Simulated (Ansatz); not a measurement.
Consider the redistribution: `O[SiH2]S[SiH](Cl)Cl` + `CC[SiH](O)O` → `O[SiH](O)C[SiH](Cl)Cl` + `CS[SiH2]O`.

Program: Ansatz. Geometries: PBE0-D4/def2-TZVP. ΔE: electronic, gas phase. CCSD(T)/CBS is the MP2 limit (def2-TZVPP, def2-QZVPP) plus CCSD(T) − MP2 in def2-TZVPP, frozen cores. Functionals use def2-TZVPP. B3LYP here is the variant with VWN-RPA as its local correlation; programs differ in this. One conformer a species, not always the lowest.

```
             level  ΔE (kJ/mol)  difference from CCSD(T)/CBS
            PBE-D4         45.0                          0.2
         r2SCAN-D4         44.0                         -0.8
           PBE0-D4         45.4                          0.6
          B3LYP-D4         42.5                         -2.3
           ωB97X-V         42.0                         -2.8
           ωB97M-V         42.5                         -2.3
            B2PLYP         43.4                         -1.4
               PBE         44.8                          0.0
            r2SCAN         44.3                         -0.5
              PBE0         45.4                          0.6
             B3LYP         42.0                         -2.8
     HF/def2-TZVPP         41.9                         -2.9
    MP2/def2-TZVPP         46.5                          1.7
SCS-MP2/def2-TZVPP         44.6                         -0.2
   CCSD/def2-TZVPP         42.7                         -2.1
CCSD(T)/def2-TZVPP         43.1                         -1.7
     HF/def2-QZVPP         41.8                         -3.0
    MP2/def2-QZVPP         47.4                          2.6
SCS-MP2/def2-QZVPP         45.5                          0.7
      HF/CBS(def2)         41.8                         -3.0
     MP2/CBS(def2)         48.1                          3.3
    CCSD/CBS(def2)         44.4                         -0.4
       CCSD(T)/CBS         44.8                            0
```

Largest T1 diagnostic among the species: 0.011.
